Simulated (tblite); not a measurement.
Compound: C₇H₁₄P (charge +1).
InChI=1S/C7H13P/c1-4-8-5-2-7(1)3-6-8/h7H,1-6H2/p+1

Method: GFN2-xTB as coded in tblite; computed harmonic values from a numerical Hessian at the method's own geometry, unscaled. Errors from tens to a few hundred cm⁻¹ against measured bands are possible. Modes of hydrogen on phosphorus can be 10 to 20 % off.

Harmonic wavenumbers (cm⁻¹): 122.7, 208.8, 209.8, 300.2, 300.8, 405.8, 428.6, 429.3, 670.0, 695.9, 696.3, 714.4, 775.7, 776.1, 806.4, 830.8, 883.1, 883.2, 895.8, 927.3, 927.6, 974.7, 975.0, 1048.5, 1068.2, 1076.9, 1077.1, 1140.7, 1140.8, 1181.8, 1182.0, 1183.2, 1224.4, 1235.0, 1235.3, 1297.5, 1297.7, 1331.7, 1332.2, 1340.0, 1410.4, 1410.6, 1415.4, 1478.0, 1478.2, 1490.7, 2378.2, 2952.5, 2955.9, 2957.3, 2970.7, 2973.4, 2974.1, 2974.4, 2999.3, 3002.9, 3003.1, 3015.6, 3015.7, 3016.3.

A = 2128, B = 1902, C = 1900 MHz; mass 129.083 u (most abundant isotopes); point group C3, symmetry number 3.

Problem. What is the zero-point energy?

Solution. ½Σν̃ = 42552 cm⁻¹ = 509.03 kJ/mol.

Problem. Entropy at 298.15 K, 1 bar (ideal gas, RRHO, classical rotation)?

Solution. Translation 169.47, rotation 108.55, vibration 69.01: S = 347.0 J/(mol K).

Problem. And Cp and H(298.15 K) − H(0)?

Solution. Cp = 144.79 J/(mol K), of which vibrations give 111.54 (their classical limit is 60 R = 498.9); H(298.15 K) − H(0) = 22.94 kJ/mol without the zero-point energy, 13.03 from vibrations.

Problem. Which modes carry the vibrational entropy at 298.15 K?

Solution. 122.7 cm⁻¹: 12.79; 208.8 cm⁻¹: 8.59; 209.8 cm⁻¹: 8.56; 300.2 cm⁻¹: 5.92; 300.8 cm⁻¹: 5.91; 405.8 cm⁻¹: 3.94 J/(mol K); the other 54 give 23.29 together.

Problem. What must be added to the electronic energy to get the Gibbs energy at 298.15 K and 1 bar?

Solution. ZPE + [H(298.15 K) − H(0)] − T·S = 509.03 + 22.94 − 103.47 = 428.50 kJ/mol.

Problem. Blend soft modes into free rotors: weight 1/[1 + (100 cm⁻¹/ν̃)⁴] for the oscillator and the rest for a rotor with moment μB/(μ + B), μ = h/(8π²ν), B = 10⁻⁴⁴ kg m². What vibrational entropy results?

Solution. 68.59 J/(mol K) in place of 69.01, which changes −T·S at 298.15 K by +0.13 kJ/mol.

Hindered rotation and anharmonicity are outside this model. The structure is chiral; the term R ln 2 for an equal mix with its mirror image is left out.
